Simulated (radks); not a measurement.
Results of a calculation; reference values are marked as such.
Numerical settings for the oxygen ion O3+, [He] 2s2 2p1. Code: a radial shooting solver on a logarithmic mesh with Libxc functionals. Model: scalar-relativistic Kohn-Sham, PBE, spin-unpolarised, spherical densities, finite nucleus; Fermi nuclear charge, rms radius 2.6991 fm. The defaults (mesh step 0.008 in ln r, mesh end at 40 bohr or more with all orbitals vanishing there, Anderson mixing 0.5 over 9 steps, residual threshold near 1e-9 with the energy settled to 1e-9 hartree or 1e-11 of itself, here a cap of 57 iterations) give E = -71.1841 hartree and 2p at -64.957 eV in 13 iterations. Run on one thread of a shared host, so times are rough (Intel(R) Xeon(R) 6975P-C): 0.03 s of CPU time, 0.03 s wall, 13 iterations on 2189 mesh points. Changes against that run (0 stands for a change within the tolerance of the run):

setting                    iterations  converged  E (mhartree)  e(2p) (meV)  CPU (s)
mesh step in ln r 0.05             13        yes     -0.000509     -0.00303     0.01
mesh step in ln r 0.03             13        yes             0            0     0.01
mesh step in ln r 0.003            22        yes             0            0      0.1
mesh end (bohr) 5                  13        yes      +0.00501       +0.373     0.03
mesh end (bohr) 20                 13        yes             0            0     0.03
residual threshold 1e-05            8        yes             0       -0.109     0.02
residual threshold 1e-16           57         no             0            0     0.07
mixing 1                           14        yes             0            0     0.03
linear mixing, mixing 0.5          30        yes             0            0     0.05
linear mixing, mixing 0.8          15        yes             0            0     0.03
mixing history 3                   15        yes             0            0     0.03
iteration cap 2                     2         no         +83.3    -2.21e+04        0

No run marked as converged misses the energy by more than 1 mhartree. A mesh that ends early acts as a hard wall.
